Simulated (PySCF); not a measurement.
Geometry:
| atom | x (Å) | y (Å) | z (Å) |
| --- | --- | --- | --- |
| F1 | 0.349 | 3.051 | 0.665 |
| C2 | 0.866 | 1.832 | 0.361 |
| P3 | 2.581 | 1.785 | 0.250 |
| C4 | 2.760 | 0.082 | -0.141 |
| C5 | 1.753 | -0.819 | -0.286 |
| C6 | 0.379 | -0.521 | -0.141 |
| C7 | -0.588 | -1.533 | -0.314 |
| C8 | -1.923 | -1.271 | -0.177 |
| C9 | -2.357 | 0.023 | 0.142 |
| C10 | -1.451 | 1.030 | 0.316 |
| C11 | -0.064 | 0.790 | 0.181 |
| H12 | 3.780 | -0.254 | -0.274 |
| H13 | 2.003 | -1.845 | -0.530 |
| H14 | -0.249 | -2.529 | -0.561 |
| H15 | -2.650 | -2.058 | -0.313 |
| H16 | -3.414 | 0.220 | 0.250 |
| H17 | -1.781 | 2.029 | 0.561 |

PySCF calculation with GFN2-xTB structure and shieldings: GIAO PBE0/pcSseg-1; one computed conformer, non-relativistic Hamiltonian, gas phase.

Referencing at the same level of theory: TMS for 13C (σref 186.93), 1H (σref 31.72); CFCl3 for 19F (σref 170.95); 31P (σref 318.38) against H3PO4.

| atoms | nucleus | count | δ (ppm) |
| --- | --- | --- | --- |
| P3 | 31P | 1 | ? |
| H16 | 1H | 1 | ? |
| C6 | 13C | 1 | 139.9 |
| C2 | 13C | 1 | ? |
| H15 | 1H | 1 | 7.97 |
| F1 | 19F | 1 | -89.0 |
| C4 | 13C | 1 | 151.8 |
| C10 | 13C | 1 | ? |
| H17 | 1H | 1 | 8.65 |
| H13 | 1H | 1 | ? |
| C7 | 13C | 1 | 136.2 |
| C8 | 13C | 1 | 134.0 |
| C5 | 13C | 1 | 137.5 |
| H14 | 1H | 1 | 8.26 |
| H12 | 1H | 1 | 8.76 |
| C9 | 13C | 1 | 133.1 |
| C11 | 13C | 1 | 131.4 |

**Question.** Fill in the missing shifts.

**Answer.** 
- C2: 214.4 ppm, aromatic carbon bearing fluorine; σ withdrawal by the attached heteroatom moves it downfield of the ring CH carbons
- C10: 125.1 ppm, aromatic CH
- H13: 8.45 ppm, hydrogen on an aromatic CH; the ring current deshields protons in the ring plane
- H16: 8.05 ppm, hydrogen on an aromatic CH; aromatic region
- P3: 150.3 ppm, phosphorus bonded to 2 C, in a 6-membered ring

Shifts are as computed. Against solution values, carbons near 30 ppm lie about +3 ppm off and those near 130 ppm about +5 ppm. Of 1211 compounds with measured shifts, 218 miss one by over three times the rms of a fit or turn the order of signals round; such compounds aren't used in these exercises. Unscaled 19F shifts against computed CFCl3 carry errors that often reach 10 to 50 ppm. Experimental scales use liquid or dissolved standards, which lie at an offset from isolated H3PO4.
